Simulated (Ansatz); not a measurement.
SiNH7ClF, closed shell: at the start structure of a reaction step.

in.yaml

```yaml
crystal:
  periodic: [false, false, false]
  atoms:
    - {symbol: Si, position_ang: [-1.020038, 0.487051, -0.530605]}
    - {symbol: Cl, position_ang: [0.505105, -1.408175, -1.460536]}
    - {symbol: H, position_ang: [-0.924251, 0.949661, -1.925035]}
    - {symbol: H, position_ang: [-1.679041, 1.644500, 0.175896]}
    - {symbol: H, position_ang: [-1.827658, -0.669675, -0.114347]}
    - {symbol: H, position_ang: [0.716662, -0.121007, 1.047409]}
    - {symbol: N, position_ang: [0.588254, 0.702645, 0.432158]}
    - {symbol: H, position_ang: [0.778407, -1.945239, 0.331014]}
    - {symbol: F, position_ang: [0.880382, -1.855544, 1.296858]}
    - {symbol: H, position_ang: [0.617840, 1.561817, 0.974091]}
    - {symbol: H, position_ang: [1.364539, 0.653966, -0.227002]}
basis:
  gaussian: {orbitals: def2-SVP}
hamiltonian: {xc: lda}
```

Run by:

```bash
ansatz run in.yaml --threads 4 --pin off --events-out ev --progress --plain --max-ram 9574MiB
```

The run's output (Ansatz 0.2.0):

```
Functional definition: SPW92
  name "SPW92"
  cite "Dirac, Proc. Camb. Phil. Soc. 26, 376 (1930) doi:10.1017/S0305004100016108"
  cite "Slater, Phys. Rev. 81, 385 (1951) doi:10.1103/PhysRev.81.385"
  cite "Perdew & Wang, Phys. Rev. B 45, 13244 (1992) doi:10.1103/PhysRevB.45.13244"
  exchange = slater_x
  correlation = pw_c
1117 factors; their error is unknown
mean field evaluation 1: about -24603.2709 eV, gradient 5.7e1 eV
mean field evaluation 2: about -24594.3364 eV, gradient 8.8e1 eV
mean field evaluation 4: about -24609.2881 eV, gradient 3.6e0 eV
mean field evaluation 8: about -24609.3237 eV, gradient 8.1e-2 eV
mean field evaluation 16: about -24609.2540 eV, gradient 2.5e-5 eV
mean field -24609.25399616 eV, -904.3734036076 hartree, gradient 2.5e-5 eV, S^2 0.000000; 0 other end points of the search recorded, 0 dependent functions left out
reference -24609.25402679 eV, -904.3734047331 hartree; 27, 27 occupied and 72, 72 virtual orbitals, 1117 factors
Total energy: -24609.25402679 eV, -904.3734047331 hartree
```

Hardware: 4 CPU threads of an Arm Neoverse V2, shared host. Wall time about 0.4 s.
